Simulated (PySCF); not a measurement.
## Working out the ionisation energy of Fe

Fe [Ar] 3d6 4s2 (5D) → Fe⁺ [Ar] 3d6 4s1 (6D). All numbers are calculated (PySCF 2.14, the non-relativistic Hamiltonian (point nucleus), in def2-QZVPPD). Frozen: [Ne]. Energies in hartree (1 hartree = 27.21139 eV):

```
             part    Fe (lower)   Fe⁺ (upper)
              UHF  -1262.454475  -1262.220687
MP2 opposite-spin     -0.348584     -0.310883
    MP2 same-spin     -0.177172     -0.171415
```

Question: What does Hartree-Fock give?

Answer: (-1262.220687) − (-1262.454475) = 0.233788 hartree = 6.362 eV.

Question: What do MP2 and SCS-MP2 (6/5 opposite-spin, 1/3 same-spin) give?

Answer: The opposite-spin parts differ by 1.026 eV and the same-spin parts by 0.157 eV. MP2: 6.362 + (1.026) + (0.157) = 7.545 eV. SCS-MP2: 6.362 + 1.2 × (1.026) + (0.157)/3 = 7.646 eV.

Measured between the centres of the two terms (NIST): 7.904 eV, so MP2 (valence and next inner shell) is off by -0.359 eV.

The calculation is non-relativistic.

What remains against the reference includes basis incompleteness, the frozen core and correlation beyond second order.
